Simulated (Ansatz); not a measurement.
Relaxation of CH7NOSiSn (12 atoms, charge 0, multiplicity 1), to a largest force component of 0.02 eV/Å in at most 50 steps.

These are results of Ansatz, RKS PBE/def2-SVP, not measurements.

```xyz
12
Properties=species:S:1:pos:R:3
N -0.491 1.643 -0.166
C -0.067 0.320 -0.327
Sn 0.944 -0.601 1.294
O 0.579 0.116 -1.554
Si -1.045 -0.747 -1.470
H 0.282 2.291 0.090
H -1.170 1.701 0.638
H 1.526 -2.189 0.822
H -0.092 -0.695 2.728
H 2.377 0.367 1.747
H -1.998 -0.084 -2.352
H 1.265 -0.175 -2.205
```

Task: Where does it end, and by what steps?

Result: It converged. After 34 steps the energy has fallen by 3.408 eV; H6 moved furthest, 2.19 Å. Parted: C2–O4.

| step | energy less start (eV) | largest force component (eV/Å) | accepted |
| --- | --- | --- | --- |
| 0 | 0.0000 | 4.649 | yes |
| 2 | -1.4247 | 2.003 | yes |
| 4 | -1.8621 | 1.456 | yes |
| 6 | -2.0057 | 0.520 | yes |
| 8 | -2.1937 | 0.957 | yes |
| 10 | -2.3648 | 0.805 | yes |
| 12 | -2.3458 | 1.346 | no |
| 14 | -2.4949 | 0.319 | yes |
| 16 | -2.6230 | 0.957 | yes |
| 18 | -2.9569 | 1.074 | yes |
| 20 | -3.2400 | 0.468 | yes |
| 22 | -3.3097 | 0.426 | yes |
| 24 | -3.3275 | 0.364 | yes |
| 26 | -3.3483 | 0.092 | yes |
| 28 | -3.3728 | 0.220 | yes |
| 30 | -3.3933 | 0.170 | yes |
| 32 | -3.4037 | 0.234 | yes |
| 34 | -3.4083 | 0.019 | yes |

```xyz
12
Properties=species:S:1:pos:R:3
N -1.103 1.553 0.606
C -0.353 0.646 -0.059
Sn 1.158 -0.413 1.111
O 1.027 -0.821 -1.967
Si -0.521 -0.094 -1.708
H -1.121 1.613 1.627
H -1.795 2.130 0.119
H 1.061 -2.133 1.035
H 0.815 0.090 2.752
H 2.736 0.133 0.685
H -0.728 1.001 -2.739
H 0.933 -1.757 -2.215
```

The run took 2.1 min on 2 threads of Arm Neoverse V1 (shared host), peak memory 0.18 GiB.
